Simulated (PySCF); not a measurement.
The numbers are results of PBE-D3(BJ)/def2-TZVP // B3LYP-D3(BJ)/def2-SVP (PySCF), not measurements. All species are isolated molecules in the gas phase. One relaxed conformer stands for a flexible species; it need not be the lowest. Excitations are Tamm–Dancoff values on a coarser integration grid. The basis has no diffuse functions, so Rydberg states are missing or too high.

Reference species (SMILES): `Bc1cc2sccc2cc1C=C` (neutral, multiplicity 1).

The S1 oscillator strength comes out as 0.075 and the HOMO–LUMO gap is 2.74 eV. The HOMO is -5.55 eV. The T1 excitation (TDA) is 2.59 eV.

After one change: the S1 oscillator strength goes up by 0.012; the HOMO–LUMO gap falls by 0.35 eV; the HOMO hardly moves; the T1 excitation (TDA) drops by 0.45 eV.

Q: Which change was made? The new species is one of these.
A. `Bc1c(C=C)ccc2sccc12`
B. `Bc1cc(C=C)c2sccc2c1`
C. `Bc1cc2ccsc2cc1C=C`
D. `Bc1ccc(C=C)c2ccsc12`

A: D, `Bc1ccc(C=C)c2ccsc12`
